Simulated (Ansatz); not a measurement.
Reaction (substitution at a C–O bond): `CO[Si]1(F)CO1` + `NB(F)F` → `CNB(F)F` + `O[Si]1(F)CO1`

Program: Ansatz. Geometries: PBE0-D4/def2-TZVP. ΔE: electronic, gas phase. CCSD(T)/CBS is the MP2 limit (def2-TZVPP, def2-QZVPP) plus CCSD(T) − MP2 in def2-TZVPP, frozen cores. Functionals use def2-TZVPP. One conformer a species, not always the lowest.

| level | ΔE (eV) |
| --- | --- |
| r2SCAN | -0.24 |
| SCS-MP2/def2-TZVPP | -0.25 |
| CCSD(T)/def2-TZVPP | -0.25 |
| SCS-MP2/def2-QZVPP | -0.25 |

Problem. What does CCSD(T)/CBS give? (An estimate is asked.)

Solution. Ansatz gave: -0.26 eV. The listed levels differ from it by 0.02, 0.01, 0.01, 0.01 eV.

Largest T1 diagnostic among the species: 0.013.

In def2-TZVPP, CCSD(T) changes the Hartree–Fock value by −0.08 eV (the triples alone add −0.01 eV) and MP2 by −0.11 eV.
